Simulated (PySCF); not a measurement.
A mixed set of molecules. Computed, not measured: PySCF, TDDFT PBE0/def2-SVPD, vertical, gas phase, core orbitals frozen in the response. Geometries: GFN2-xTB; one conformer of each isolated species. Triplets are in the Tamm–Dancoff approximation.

Question: Rank by computed lowest singlet excitation energy, highest first.
A. `CCCNCCN`
B. `COC1=C[P@@H](=O)CC1`
C. `C#CC1=NN=C(C=C)C=N1`
D. `CN(C)CN(C)C`
E. `C[Si](Cl)(Cl)[Si](Cl)(Cl)Cl`
F. `O=Cc1cnn([SiH3])n1`
G. `COc1nnc(Cl)o1`

Answer: E (6.32 eV), B (6.15 eV), G (6.02 eV), D (5.88 eV), A (5.69 eV), F (3.84 eV), C (2.76 eV).

| SMILES | S1 (eV) | f (S1) | T1 (eV) | first f ≥ 0.01 (nm) | LUMO (eV) | S1 mainly |
| --- | --- | --- | --- | --- | --- | --- |
| C[Si](Cl)(Cl)[Si](Cl)(Cl)Cl | 6.32 | 0.036 | 5.53 | 196 | -1.02 | H→L (97%) |
| COC1=C[P@@H](=O)CC1 | 6.15 | 0.051 | 4.42 | 202 | -0.13 | H→L (70%) |
| COc1nnc(Cl)o1 | 6.02 | 0.002 | 4.34 | 201 | -0.50 | H-1→L (98%) |
| CN(C)CN(C)C | 5.88 | 0.023 | 5.70 | 211 | 0.76 | H→L (94%) |
| CCCNCCN | 5.69 | 0.007 | 5.58 | 200 | 0.68 | H→L (96%) |
| O=Cc1cnn([SiH3])n1 | 3.84 | 0.000 | 3.25 | 217 | -1.90 | H→L (96%) |
| C#Cc1ncc(C=C)nn1 | 2.76 | 0.002 | 2.13 | 292 | -2.54 | H→L (92%) |

H and L stand for HOMO and LUMO.

Mean S1 by what the SMILES shows (count): single bonds only 5.96 eV (3); an aromatic ring 4.20 eV (3).

- `C[Si](Cl)(Cl)[Si](Cl)(Cl)Cl`: Löwdin shares by element: HOMO silicon 34%, chlorine 26% or more (atoms not listed hold the other 40%); LUMO (one of a set within 0.03 eV) silicon 48%, chlorine 22% or more (atoms not listed hold the other 30%).
- `COC1=C[P@@H](=O)CC1`: Löwdin shares by element: HOMO carbon 44% or more, oxygen 29% (atoms not listed hold the other 27%); LUMO carbon 55% or more, oxygen 11% or more, phosphorus 10% (atoms not listed hold the other 24%).
- `COc1nnc(Cl)o1`: Löwdin shares by element: HOMO nitrogen 36%, oxygen 16% or more, carbon 16% or more (atoms not listed hold the other 32%); LUMO carbon 27% or more, nitrogen 23% or more, oxygen 17% or more, chlorine 12% (atoms not listed hold the other 22%).
- `CN(C)CN(C)C`: Löwdin shares by element: HOMO nitrogen 59%, carbon 10% or more (atoms not listed hold the other 31%); LUMO carbon 38% or more (atoms not listed hold the other 62%).
- `CCCNCCN`: Löwdin shares by element: HOMO nitrogen 55% or more, carbon 24% or more (atoms not listed hold the other 21%); LUMO hydrogen 23% or more, carbon 11% or more, nitrogen 9% or more (atoms not listed hold the other 57%).
- `O=Cc1cnn([SiH3])n1`: Löwdin shares by element: HOMO oxygen 62%, carbon 24% or more, hydrogen 9% or more; LUMO carbon 36% or more, oxygen 25%, nitrogen 19% or more (atoms not listed hold the other 20%).
- `C#Cc1ncc(C=C)nn1`: Löwdin shares by element: HOMO nitrogen 77%, carbon 7% or more (atoms not listed hold the other 16%); LUMO nitrogen 31% or more, carbon 26% or more (atoms not listed hold the other 43%).
